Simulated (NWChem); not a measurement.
# C₅H₃NSe; SMILES N#Cc1cc[se]c1

```xyz
10

N      0.4252    -3.7326     0.0000
C      0.2186    -2.5912     0.0000
C     -0.0449    -1.1877     0.0000
C     -1.3744    -0.6435     0.0000
C     -1.4191     0.7178     0.0000
Se     0.2784     1.4644     0.0000
C      0.9592    -0.2459     0.0000
H     -2.2647    -1.2742     0.0000
H     -2.3082     1.3473     0.0000
H      2.0307    -0.4406     0.0000
```
Atoms are numbered in this order, from 1.

All runs: NWChem. All runs use the structure optimised with PBE0/def2-SVP. Isolated, static molecule. Spin-orbit effects are missing.

GIAO at PBE/pcSseg-1: principal shieldings of C3 are -4.1, 63.3, 133.7 ppm; an isolated tetramethylsilane molecule has σ = 180.0 ppm at the same levels.

Task: Find the isotropic 13C shift, its principal values, the span and the skew.

Result: 
1. σ(iso) = one third of the sum = 64.3 ppm.
2. δ = σ(reference) − σ = 115.7 ppm against tetramethylsilane.
3. δ11, δ22, δ33 = 184.1, 116.7, 46.3 ppm.
4. Span Ω = δ11 − δ33 = 137.8 ppm; skew κ = 3(δ22 − δ(iso))/Ω = 0.02.
